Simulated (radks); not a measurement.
Task: These are the eigenvalues of the occupied orbitals of an atom or ion with whole-number occupations (eV). All-electron calculation, scalar-relativistic Kohn-Sham, r2SCAN, spin-polarised, spherical densities, finite nucleus; meta-GGA in the generalised Kohn-Sham scheme; Fermi nuclear charge, rms radius of each element as measured or else 0.836 A^(1/3) + 0.57 fm. Program: a radial shooting solver on a logarithmic mesh with Libxc functionals.

orbital  eigenvalue
1s        -1581.221
2s        -310.5003

Which element is it, and in what charge state? The configuration may be excited. Open shells, if any, are filled with parallel spins first.

Result: Z = 12, magnesium, charge +8: Mg8+ in [He] 2s2. The 1s level, -58.109 hartree, gives Z - s = 10.8 by -(Z - s)^2/2, which with screening and relativity narrows Z to a few neighbours, and with so few levels the electron count can be read from the list.
